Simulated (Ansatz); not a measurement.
Calculated with Ansatz (gas phase, PBE0-D4/def2-TZVP geometries, no zero-point term in ΔE). CBS: MP2 limit from def2 TZ/QZ plus the TZ coupled-cluster correction, frozen cores. Each species was taken in one conformer, which may not be the lowest.

Reaction (substitution at a C–Si bond): `C[SiH](F)C=N` + `OC(S)S` → `CSC(O)S` + `N=C[SiH2]F`

`C[SiH](F)C=N`:

```xyz
11

C    -0.637   -1.491   -0.429
Si    0.139    0.179   -0.641
F    -0.981    1.246   -1.071
C     0.850    0.849    0.970
N     0.462    1.914    1.542
H     0.116   -2.219   -0.114
H    -1.072   -1.841   -1.368
H    -1.422   -1.464    0.330
H     1.178    0.164   -1.703
H     1.652    0.296    1.478
H    -0.283    2.367    1.005
```

`OC(S)S`:

Cartesian coordinates in Å:
```
O -0.933 -1.121 0.690
C -0.536 -0.079 -0.131
S 0.799 -0.691 -1.223
S -0.093 1.459 0.731
H -0.205 -1.343 1.282
H -1.408 0.181 -0.732
H 1.215 0.509 -1.653
H 1.162 1.085 1.035
```

`CSC(O)S`:

Z-matrix (Å, degrees):
```
C
S 1 1.795
H 1 1.089 2 110.8
H 1 1.090 2 106.4 3 -118.9
H 1 1.091 2 110.3 3 122.6
C 2 1.790 1 100.6 3 -64.7
S 6 1.841 2 115.3 1 -60.5
O 6 1.395 2 110.1 1 61.0
H 6 1.095 2 104.3 1 -178.2
H 7 1.342 6 96.0 2 -71.4
H 8 0.964 6 108.2 2 179.4
```

`N=C[SiH2]F`:

Cartesian coordinates in Å:
```
N -0.463 -1.278 -1.242
C 0.352 -0.388 -0.849
Si 0.131 0.636 0.714
F -1.245 0.143 1.367
H -1.255 -1.366 -0.600
H 1.235 -0.225 -1.479
H 1.228 0.396 1.682
H 0.019 2.082 0.407
```

```csv
species,SCS-MP2/def2-TZVPP energy (Eh)
`C[SiH](F)C=N`,-523.12011
`OC(S)S`,-910.93677
`CSC(O)S`,-950.15817
`N=C[SiH2]F`,-483.87786
```

(1) Work out ΔE.

Largest T1 diagnostic among the species: 0.012.

## Answers

(1) ΔE = (-950.15817) + (-483.87786) − (-523.12011) − (-910.93677) = 0.02085 Eh = +54.7 kJ/mol. CCSD(T)/CBS gives +57.2 kJ/mol.
